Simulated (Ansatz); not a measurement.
Geometry optimisation, Ansatz 0.2.0, RKS PBE0-D4/def2-SVP.

input.yaml

```yaml
crystal:
  periodic: [false, false, false]
  atoms:
    - { symbol: Ge, position_ang: [-0.62259, -0.09279, -0.391046] }
    - { symbol: F, position_ang: [-0.164621, 1.062194, 2.213535] }
    - { symbol: Cl, position_ang: [1.305836, -0.804866, 0.179534] }
    - { symbol: Cl, position_ang: [-0.521468, 1.96612, -0.928433] }
    - { symbol: Cl, position_ang: [-1.167072, -1.231567, -2.128875] }
    - { symbol: "N", position_ang: [-1.928358, -0.453667, 0.903483] }
    - { symbol: H, position_ang: [-2.640652, -1.071292, 0.516742] }
    - { symbol: H, position_ang: [-2.361965, 0.419499, 1.203215] }
    - { symbol: H, position_ang: [-0.424811, 0.206368, 2.449644] }
basis:
  gaussian: { orbitals: def2-SVP }
hamiltonian:
  xc: pbe0
  dispersion: d4
relax:
  f_tol: 0.03
  max_steps: 50
```

Command:

```bash
$ ansatz run input.yaml --threads 4 --pin off --max-ram 5120MiB --backend cpu --events-out ev --progress --plain --runs-dir out
```

Task: Where does it end, and by what steps?

Result: The forces met the threshold. The force dipped under the threshold on the way, but the program's further checks kept it going. After 11 steps the energy has fallen by 0.213 eV; H7 moved furthest, 0.93 Å.

```tsv
step	energy less start (eV)	largest force component (eV/Å)	accepted
0	0.0000	0.916	yes
1	-0.0100	2.269	yes
2	-0.0720	1.394	yes
3	-0.1404	0.508	yes
4	-0.1804	0.345	yes
5	-0.2001	0.256	yes
6	-0.1966	0.214	no
7	-0.2094	0.086	yes
8	-0.2118	0.016	yes
9	-0.2118	0.201	no
10	-0.2121	0.149	yes
11	-0.2129	0.025	yes
```

```xyz
9
Properties=species:S:1:pos:R:3
Ge -0.609 -0.098 -0.483
F -0.165 0.991 2.619
Cl 1.192 -1.093 0.026
Cl -0.321 1.971 -0.844
Cl -1.380 -0.987 -2.275
N -1.773 -0.272 0.919
H -1.969 -1.248 1.142
H -2.655 0.212 0.750
H -0.846 0.523 2.164
```

Whether the end is a true minimum wasn't checked by a vibrational analysis.

The run took 32 s on 4 threads of Arm Neoverse V2 (shared host), peak memory 0.39 GiB.
